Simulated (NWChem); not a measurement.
System: CH4F2OSi; SMILES O[SiH2]C(F)F

NWChem input:

```
start job
memory heap 200 mb stack 900 mb global 1100 mb
geometry units angstroms noautoz
  O      0.550562     2.060717     0.275368
  Si    -0.564329     0.868050    -0.116647
  C      0.086062    -0.870622     0.408150
  F     -0.838569    -1.821985     0.039717
  F      1.262116    -1.116715    -0.278157
  H      1.397352     2.006637    -0.201411
  H     -0.832686     0.765546    -1.593092
  H     -1.806130     1.186826     0.653647
  H      0.301133    -1.004746     1.495850
end
basis spherical
  O library def2-tzvp
  Si library def2-tzvp
  C library def2-tzvp
  F library def2-tzvp
  H library def2-tzvp
end
dft
  xc kt2
  iterations 150
  semidirect filesize 400000000
  mulliken
end
task dft energy
```

Coordinates come from a PBE-D3(BJ)/def2-SVP optimisation.

Task: What results follow from this input? (KT2/def2-TZVP.) Quantities: energy (Ha); highest occupied level (eV); orbital gap (eV); dipole (D).

Result: The energy (Ha) is -611.94. The highest occupied level (eV) is -7.05, the orbital gap (eV) comes out as 5.78 and the dipole (D) is 1.06.
